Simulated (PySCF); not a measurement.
A calculated (UHF, PySCF 2.14, ANO-RCC-VTZP, the spin-free X2C one-electron Hamiltonian (Gaussian nucleus)) atom or ion has these occupied shells.

```csv
shell,electrons,orbital energy (eV),"rms radius, mean of both spins (bohr)"
1s α,1,-40651.4,0.0280
1s β,1,-40651.3,0.0280
2s α,1,-6632.5,0.114
2s β,1,-6632.4,0.114
2p α,3,-5941.6,0.102
2p β,3,-5941.5,0.102
3s α,1,-1487.5,0.296
3s β,1,-1487.0,0.296
3p α,3,-1261.9,0.297
3p β,3,-1261.4,0.297
3d α,5,-938.26,0.274
3d β,5,-937.71,0.274
4s α,1,-334.15,0.676
4s β,1,-332.67,0.676
4p α,3,-257.51,0.718
4p β,3,-255.93,0.718
4d α,5,-143.37,0.802
4d β,5,-141.28,0.802
5s α,1,-66.778,1.61
5s β,1,-65.822,1.61
5p α,3,-44.521,1.85
5p β,3,-43.863,1.85
4f α,1,-30.249,1.15
6s α,1,-17.005,4.01
```

Task: Name the element and its charge.

Result: Ce²⁺ (cerium, charge +2), in [Xe] 4f1 6s1, high-spin 3F determinant (an excited configuration).
